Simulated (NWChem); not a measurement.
# CH₃Cl₂FSn; SMILES [Cl][Sn]([Cl])([F])[CH3]

Results from NWChem. Medium grid unless said otherwise, to which SCAN and Minnesota functionals are sensitive. Structure relaxed at the PBE0/def2-SVP level. Not confirmed as a minimum by frequencies. def2 effective core potentials on Sn; no spin-orbit coupling. Hybrids' shares of exact exchange are those that their runs print; pure functionals count as 0. The functionals differ in more than this share.

```csv
row,share of exact exchange,orbital gap (eV)
PBE/def2-SVP,0.00,4.78
OLYP/def2-SVP,0.00,4.86
TPSSh/def2-SVP,0.10,5.98
B3LYP/def2-SVP,0.20,6.58
r2SCAN0/def2-SVP,0.25,7.54
BHandHLYP/def2-SVP,0.50,9.42
M06-2X/def2-SVP,0.54,withheld
```

Task: Fit a straight line of the last column on the one before it, predict the withheld value, and compare with the run.

Result: 
1. Means of the 6 shown rows: x = 0.175, y = 6.527. Slope Σ(x − x̄)(y − ȳ)/Σ(x − x̄)² = 1.656/0.1787 = 9.264; intercept 4.905.
2. The shown rows scatter about the line by 0.176 (root mean square); the largest residual is +0.32, at r2SCAN0/def2-SVP.
3. At x = 0.54 (M06-2X/def2-SVP; beyond the shown range) the line gives 9.91.
4. The run gives 9.70, -0.21 from the line, 1.2 times the scatter.
